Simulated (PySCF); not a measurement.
## Electronic structure of Mn⁺ (manganese, charge +1) at the UHF level

Configuration: [Ar] 3d4 4s1 5s1, high-spin 7D determinant (an excited configuration). Calculation: PySCF 2.14, in aug-cc-pVDZ-DK; scalar relativity by spin-free X2C-1e.

* Total energy: -1156.588129 hartree
* One-electron energy: -1576.6670 hartree
* Hartree (Coulomb) energy: 470.9796 hartree
* Exchange energy: -50.9007 hartree
* ⟨S²⟩: 12.0011
* ⟨L²⟩: 6.015
* Sum of ⟨r⟩: 22.26 bohr
* Sum of ⟨r²⟩: 64.79 bohr²
* Traceless quadrupole moment −½Σ⟨3z² − r²⟩ along its main axis: 0.0877 e·bohr²
* Langevin diamagnetic susceptibility: -51.3 ×10⁻⁶ cm³/mol

```tsv
shell	electrons	mean orbital energy (hartree)	spread (hartree)	rms radius, mean of both spins (bohr)
1s α	1	-243.28201	0	0.0703
1s β	1	-243.27323	0	0.0703
2s α	1	-30.40836	0	0.302
2s β	1	-30.27779	0	0.302
2p α	3	-25.75882	0.00042	0.273
2p β	3	-25.63374	0.03614	0.273
3s α	1	-4.82235	0	0.906
3s β	1	-4.45236	0	0.906
3p α	3	-3.44010	0.05315	0.973
3p β	3	-3.01042	0.08193	0.973
3d α	4	-1.36450	0.07060	1.16
4s α	1	-0.75924	0	2.71
5s α	1	-0.24675	0	6.64
```

The outer electron is Rydberg-like, and this basis confines it to a smaller radius and binds it less than a complete one would.

Densities and radii are taken from the X2C orbitals without a picture-change correction, which distorts them close to the nucleus.

Spin-orbit constants ζ (cm⁻¹) from the X2C one-electron operator on these orbitals: bare nucleus, nucleus screened by l(l+1)(2l+1)/3 electrons, and screened by the Breit-Pauli mean field of the electrons.

```tsv
shell	bare	screened nucleus	mean field
2p	59410	54660	52510
3p	7136	6565	6266
3d	700.2	420.1	379.2
```

To first order the Landé constant is A = 63.20 cm⁻¹, so the lowest level has J = 1 and lies 0.0627 eV below the centre of the term. This holds in LS coupling only.
